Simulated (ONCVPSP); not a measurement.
# What one change does to a pseudopotential (nitrogen (N), ONCV)

```
Element                 : nitrogen
Generator               : ONCVPSP 4.0.1
Type                    : optimised norm-conserving Vanderbilt (ONCV)
Functional              : PW91
Relativity              : scalar-relativistic
Frozen core             : [He]
Valence charge          : 5
Reference configuration : 2s2 2p2 (charge +1)
Partial waves           : 2s: rc 0.70 bohr, ncon 4, nbas 7, qcut 9.2 1/bohr, 2 projectors, debl 1.8 Ha; 2p: rc 1.35 bohr, ncon 3, nbas 7, qcut 12 1/bohr, 1 projector
Local potential         : polynomial inside 0.50 bohr (lpopt 5, dvloc0 2 Ha)
Core correction         : polynomial model core, fcfact 0.35
```

All-electron outer shells of the reference configuration (PW91, scalar-relativistic, ld1.x):

| shell | level (eV) | outermost node (bohr) | outermost maximum (bohr) |
| --- | --- | --- | --- |
| 1s | -402.08 | – | 0.15 |
| 2s | -32.52 | 0.32 | 0.99 |
| 2p | -20.78 | – | 0.92 |

Change: all radii but the core radius scaled by about 1.12 (s 0.78, p 1.52 bohr); local potential polynomial inside 0.56 bohr (lpopt 5, dvloc0 2 Ha).

Cutoffs: the cutoffs (Ha) at which the residual kinetic energy of the hardest occupied pseudo-wave falls to 1 and 0.1 mHa per electron; they do not see the model core or the augmentation charge, which bear on the density cutoff. Errors are all-electron minus pseudo energies relative to the spin-unpolarised reference configuration.

**Question.** Predict the effect on cutoff, ghosts and configuration errors.

**Answer.** The potential gets softer (174 Ha and 248 Ha → 33 Ha and 100 Ha); the bound ghost in s disappears; of the 4 tests that both files solve, the error grows in 4 and shrinks in 0 by more than 15 % and 0.3 meV (median size 21.6 → 30.9 meV). A larger radius leaves more room for a smooth pseudo-wave, so fewer plane waves are needed. More of the atom is replaced by a form fitted at one configuration, so other configurations suffer.

| quantity | base | changed |
| --- | --- | --- |
| cutoff, loose | 174 Ha | 33 Ha |
| cutoff, tight | 248 Ha | 100 Ha |
| loose cutoff by channel | s 174 Ha, p 38 Ha | s 30 Ha, p 33 Ha |
| bound ghosts | s | none |
| GHOST(+) flags under 300 eV | none | none |
| error for 2s2 2p3, meV [ΔE -13.67 eV] | +4.1 | +6.7 |
| error for 2s2 2p1, meV [ΔE 28.95 eV] | +21 | +34 |
| error for 2s2 2p0, meV [ΔE 76.14 eV] | +167 | +263 |
| error for 2s1 2p4, meV [ΔE -2.19 eV] | +23 | +27 |
| rms error of d²Exc/dni dnj with the model core, mHa | 1.77 | 2.01 |

 A true bound ghost makes a file unfit for plane-wave use even where its test errors are small: the radial tests pick states by their node count and pass the ghost by.
